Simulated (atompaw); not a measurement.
Reading a pseudo-wave (Zn (Z = 30))

Columns: radius, all-electron u(r) and pseudo u(r) of the 4s shell (level -22.83 eV) of zinc in the configuration [Ne] 3s2 3p6 3d10 4s0 4p0; PBEsol, scalar-relativistic, PAW (atompaw) scheme, atompaw 4.2.0.5.

```json
{"r (bohr)": "0.079", "all-electron": "0.0586", "pseudo": "0.0472"}
{"r (bohr)": "0.158", "all-electron": "0.2100", "pseudo": "0.0942"}
{"r (bohr)": "0.237", "all-electron": "0.0832", "pseudo": "0.1410"}
{"r (bohr)": "0.315", "all-electron": "-0.1150", "pseudo": "0.1867"}
{"r (bohr)": "0.394", "all-electron": "-0.2685", "pseudo": "0.2325"}
{"r (bohr)": "0.473", "all-electron": "-0.3398", "pseudo": "0.2776"}
{"r (bohr)": "0.552", "all-electron": "-0.3361", "pseudo": "0.3219"}
{"r (bohr)": "0.631", "all-electron": "-0.2780", "pseudo": "0.3650"}
{"r (bohr)": "0.710", "all-electron": "-0.1861", "pseudo": "0.4070"}
{"r (bohr)": "0.788", "all-electron": "-0.0782", "pseudo": "0.4470"}
{"r (bohr)": "0.867", "all-electron": "0.0369", "pseudo": "0.4860"}
{"r (bohr)": "0.946", "all-electron": "0.1501", "pseudo": "0.5231"}
{"r (bohr)": "1.025", "all-electron": "0.2567", "pseudo": "0.5582"}
{"r (bohr)": "1.104", "all-electron": "0.3537", "pseudo": "0.5910"}
{"r (bohr)": "1.183", "all-electron": "0.4396", "pseudo": "0.6214"}
{"r (bohr)": "1.262", "all-electron": "0.5141", "pseudo": "0.6491"}
{"r (bohr)": "1.340", "all-electron": "0.5763", "pseudo": "0.6736"}
{"r (bohr)": "1.419", "all-electron": "0.6283", "pseudo": "0.6954"}
{"r (bohr)": "1.498", "all-electron": "0.6699", "pseudo": "0.7138"}
{"r (bohr)": "1.577", "all-electron": "0.7019", "pseudo": "0.7289"}
{"r (bohr)": "1.656", "all-electron": "0.7252", "pseudo": "0.7404"}
{"r (bohr)": "1.735", "all-electron": "0.7406", "pseudo": "0.7482"}
{"r (bohr)": "1.813", "all-electron": "0.7490", "pseudo": "0.7522"}
{"r (bohr)": "1.892", "all-electron": "0.7514", "pseudo": "0.7523"}
{"r (bohr)": "1.971", "all-electron": "0.7486", "pseudo": "0.7487"}
{"r (bohr)": "2.050", "all-electron": "0.7411", "pseudo": "0.7411"}
```

**Question.** How many radial nodes do the two functions have?

**Answer.** The all-electron 4s function has n − l − 1 = 3 (the table is too coarse to show those close to the nucleus); the pseudo-wave has 0, since the states of the same l below it are removed with the core.

**Question.** Where does each function peak?

**Answer.** Outermost all-electron maximum near 1.89 bohr, pseudo maximum near 1.89 bohr (to the table’s step).

**Question.** Is the pseudo-wave norm-conserving?

**Answer.** No, it belongs to a PAW set: the norm inside the radius is not constrained, and the difference is carried by the augmentation charge.
